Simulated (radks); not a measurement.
F III, 7 electrons, occupied as [He] 2s2 2p2 4s1 (not the ground configuration). All-electron calculation, non-relativistic Kohn-Sham, LDA (Slater exchange, Perdew-Wang correlation), spin-polarised, spherical densities, point nucleus; open shells are filled with parallel spins first. Program: a radial shooting solver on a logarithmic mesh with Libxc functionals. Some entries of the table are withheld. Estimate them.

orbital  occ.  eigenvalue (hartree)  <1/r> (bohr^-1)  <r^2> (bohr^2)
1s up       1             -26.83813            8.569         0.04247
1s down     1             -26.74056            8.590         0.04216
2s up       1              -3.18277            1.666          0.9107
2s down     1              -2.98340            1.627          0.9500
2p up       2              -2.53503              (1)          0.8348
2p down     0              -2.31814              (2)          0.8951
4s up       1              -0.36879           0.2609           32.49
4s down     0              -0.33233           0.2504           35.26

Answer. 
(1) 2p up <1/r> (bohr^-1): 1.580
(2) 2p down <1/r> (bohr^-1): 1.541
